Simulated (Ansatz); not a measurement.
Cost and result for the atomization energy of F₃H₂InO (`[OH2+][In-]([F])([F])[F]`) (7 atoms, 6 bonds).

```csv
atom,x (Å),y (Å),z (Å)
O1,-0.181,-0.253,-1.258
In2,-0.120,0.340,0.923
F3,1.584,1.200,0.548
F4,-1.647,1.416,1.396
F5,-0.109,-1.556,1.354
H6,0.633,0.069,-1.666
H7,-0.160,-1.217,-1.298
```

Total charge 0; spin multiplicity 1. Correlated methods include outer-core shells of In, which these sets cover unevenly. In: def2 effective core potential. The geometry is a stationary point of PBE0-D4/def2-TZVP. It is one conformer, not always the lowest. Program: Ansatz. All runs use 4 threads of a server CPU on a shared host. Times are those of one run each, without the atoms' runs, and a repeat can differ threefold. Electronic energies, without spin–orbit coupling; frozen cores. CCSD(T)/CBS adds CCSD(T) − MP2 in def2-TZVPP to the MP2 limit, and its time is that of the two runs behind it. T1 = 0.015. With those shells the extrapolation isn't a true limit. B3LYP takes the VWN-RPA correlation (the form of Gaussian; ORCA's B3LYP/G).

CCSD(T)/CBS is a level of theory with its own doubt, some kJ/mol a heavy atom from the limit and from the frozen cores, so smaller differences don't rank the functionals.

```csv
level,functions,wall time
PBE-D4/def2-TZVPP (with forces),202,2.6 s
PBE0-D4/def2-TZVPP,202,3.4 s
CAM-B3LYP-D4/def2-TZVPP,202,3.8 s
B3LYP-D4/def2-TZVPP (with forces),202,4.9 s
B2PLYP/def2-TZVPP,202,6.5 s
PBE-QIDH/def2-TZVPP,202,6.5 s
ωB97X-V/def2-TZVPP,202,8.5 s
CCSD(T)/def2-SVP,92,8.5 s
B97M-V/def2-TZVPP,202,9.5 s
ωB97M-V/def2-TZVPP (with forces),202,13 s
MP2/def2-QZVPP,370,18 s
CCSD(T)/def2-TZVPP,202,3.6 min
CCSD(T)/CBS(def2),–,3.9 min
```

Question: What atomization energy does each give, and how far from CCSD(T)/CBS? (An estimate is asked.)

Answer: Computed: 
```json
{"level": "PBE-D4/def2-TZVPP (with forces)", "atomization (kJ/mol)": "2331.7", "difference from CCSD(T)/CBS": "0.4", "per bond": "0.1"}
{"level": "PBE0-D4/def2-TZVPP", "atomization (kJ/mol)": "2230.4", "difference from CCSD(T)/CBS": "-100.9", "per bond": "-16.8"}
{"level": "CAM-B3LYP-D4/def2-TZVPP", "atomization (kJ/mol)": "2289.7", "difference from CCSD(T)/CBS": "-41.6", "per bond": "-6.9"}
{"level": "B3LYP-D4/def2-TZVPP (with forces)", "atomization (kJ/mol)": "2243.0", "difference from CCSD(T)/CBS": "-88.3", "per bond": "-14.7"}
{"level": "B2PLYP/def2-TZVPP", "atomization (kJ/mol)": "2250.6", "difference from CCSD(T)/CBS": "-80.7", "per bond": "-13.4"}
{"level": "PBE-QIDH/def2-TZVPP", "atomization (kJ/mol)": "2234.0", "difference from CCSD(T)/CBS": "-97.3", "per bond": "-16.2"}
{"level": "ωB97X-V/def2-TZVPP", "atomization (kJ/mol)": "2296.2", "difference from CCSD(T)/CBS": "-35.1", "per bond": "-5.9"}
{"level": "CCSD(T)/def2-SVP", "atomization (kJ/mol)": "2129.6", "difference from CCSD(T)/CBS": "-201.7", "per bond": "-33.6"}
{"level": "B97M-V/def2-TZVPP", "atomization (kJ/mol)": "2280.2", "difference from CCSD(T)/CBS": "-51.1", "per bond": "-8.5"}
{"level": "ωB97M-V/def2-TZVPP (with forces)", "atomization (kJ/mol)": "2288.6", "difference from CCSD(T)/CBS": "-42.7", "per bond": "-7.1"}
{"level": "MP2/def2-QZVPP", "atomization (kJ/mol)": "2393.3", "difference from CCSD(T)/CBS": "62.0", "per bond": "10.3"}
{"level": "CCSD(T)/def2-TZVPP", "atomization (kJ/mol)": "2232.3", "difference from CCSD(T)/CBS": "-99.0", "per bond": "-16.5"}
{"level": "CCSD(T)/CBS(def2)", "atomization (kJ/mol)": "2331.3", "difference from CCSD(T)/CBS": "0.0", "per bond": "0.0"}
```

From PBE to PBE0 (25 % exact exchange), in def2-TZVPP and without D4, the atomization energy moves by −99.8 kJ/mol: exact exchange takes away binding that semilocal exchange gives to molecules. At CCSD(T), def2-SVP lies −201.7 kJ/mol from the extrapolated value and def2-TZVPP −99.0 kJ/mol: correlation converges slowly with the basis, and small sets miss more of it in the bonded molecule than in its fragments. The D4 term adds +16.8 kJ/mol with B3LYP and +8.8 kJ/mol with PBE0; it sums over pairs of atoms, weighted by their polarisabilities, and B3LYP, whose exchange is more repulsive, gets the larger term.

Spin–orbit coupling would lower the free In atoms strongly, and the atomization energy with them, by more than many differences here.
